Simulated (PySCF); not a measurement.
Predicted microwave data (PBE0-D3(BJ)/def2-SVP geometry optimisation, gas phase, def2 core potentials past Kr in PySCF 2.14.0) for one isomer of C3H9Sb:

```
Rotational constants : A = 7369, B = 2105, C = 1760 MHz
Dipole components    : |μa| = 0.96 D, |μb| = 0.01 D, |μc| = 0.05 D
Inertial defect      : -21.43 u·Å²
κ                    : -0.88
```

**Question.** Which structure is it? (One computed conformer of each.)
A. `[H][Sb]([H])[CH](C)C` (SbH2(iPr))
B. `[CH3][Sb]([CH3])[CH3]` (SbMe3)

**Answer.** A. It is [H][Sb]([H])[CH](C)C, an asymmetric top. The candidates at the same level (rigid rotor, commonest isotopes):

```
               SMILES  A (MHz)  B (MHz)  C (MHz)  μa (D)  μb (D)  μc (D)  Δ (u·Å²)  point group           rotor
 [H][Sb]([H])[CH](C)C     7369     2105     1760    0.96    0.01    0.05    -21.43      near Cs  asymmetric top
[CH3][Sb]([CH3])[CH3]     3728     3715     2973    0.00    0.00    0.62   -101.61     near C3v               –
```

`[CH3][Sb]([CH3])[CH3]` has B 76 % too high. No structure here is proved a minimum.
